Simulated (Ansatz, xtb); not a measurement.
Isomers of BH5O2Si in order of energy

3 gas-phase structures of BH5O2Si, found in a search over its isomers (lower ones may exist). Each was relaxed with GFN2-xTB; where two conformers were screened, the lower at r2SCAN-D4/def2-SVP//GFN2-xTB is listed:

A. `OBO[SiH3]`, a singlet
B. `BO[SiH2]O`, a singlet
C. `[BH2-]1O[SiH2][OH+]1`, a singlet

Make a reasoned guess at their ranking by r2SCAN-D4/def2-SVP//GFN2-xTB single-point energy.

Calculated order at r2SCAN-D4/def2-SVP//GFN2-xTB: A (0.0), B (16.2), C (33.6) kcal/mol.

Energies above the lowest of each column, in kcal/mol; the last columns are at r2SCAN-D4/def2-SVP geometries and were run for some of them only (a dash: not run or not comparable):

```json
{"structure": "A", "GFN2-xTB": "1.7", "HF/STO-3G": "0.0", "r2SCAN-D4/def2-SVP//GFN2-xTB": "0.0", "r2SCAN-D4/def2-SVP": "0.0", "CCSD(T)/def2-TZVP": "0.0"}
{"structure": "B", "GFN2-xTB": "0.0", "HF/STO-3G": "28.3", "r2SCAN-D4/def2-SVP//GFN2-xTB": "16.2", "r2SCAN-D4/def2-SVP": "15.5", "CCSD(T)/def2-TZVP": "8.7"}
{"structure": "C", "GFN2-xTB": "21.6", "HF/STO-3G": "30.9", "r2SCAN-D4/def2-SVP//GFN2-xTB": "33.6", "r2SCAN-D4/def2-SVP": "–", "CCSD(T)/def2-TZVP": "–"}
```

CCSD(T)/def2-TZVP puts A lowest of those it was run on; GFN2-xTB picks B. Flexible structures stand in one conformer each, not always the lowest. Frequencies (r2SCAN-D4/def2-SVP) were run for A, B alone.

Programs: Ansatz 0.2.0, xtb 6.7.1.
